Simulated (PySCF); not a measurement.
CH8O3Si2, SMILES C[Si](O)(O)[SiH2]O. Geometry optimised at TPSSh-D3(BJ)/def2-SVP. The structure was generated by enumeration, and PubChem lists no compound with its InChIKey, so it may never have been made. One conformer was computed; it need not be the lowest.

Computed equilibrium geometry at TPSSh-D3(BJ)/def2-SVP (PySCF confirms it by a frequency run) as bond lengths and angles (one conformer of several):
Atoms: C1 Si2 O3 O4 Si5 O6 H7 H8 H9 H10 H11 H12 H13 H14. Bonded distances (Å): C1–Si2 1.872, C1–H7 1.102, C1–H8 1.102, C1–H9 1.104, Si2–O3 1.675, Si2–O4 1.677, Si2–Si5 2.341, O3–H10 0.975, O4–H11 0.969, Si5–O6 1.698, Si5–H12 1.493, Si5–H13 1.496, O6–H14 0.967. Bond angles (°): Si2–C1–H7 110.8, Si2–C1–H8 111.5, Si2–C1–H9 110.4, H7–C1–H8 108.6, H7–C1–H9 107.5, H8–C1–H9 108.0, C1–Si2–O3 107.0, C1–Si2–O4 111.0, C1–Si2–Si5 119.0, O3–Si2–O4 113.1, O3–Si2–Si5 101.3, O4–Si2–Si5 105.3, Si2–O3–H10 110.8, Si2–O4–H11 115.9, Si2–Si5–O6 96.4, Si2–Si5–H12 116.9, Si2–Si5–H13 114.9, O6–Si5–H12 111.2, O6–Si5–H13 110.7, H12–Si5–H13 106.6, Si5–O6–H14 117.9.
Charge 0, spin multiplicity 1.
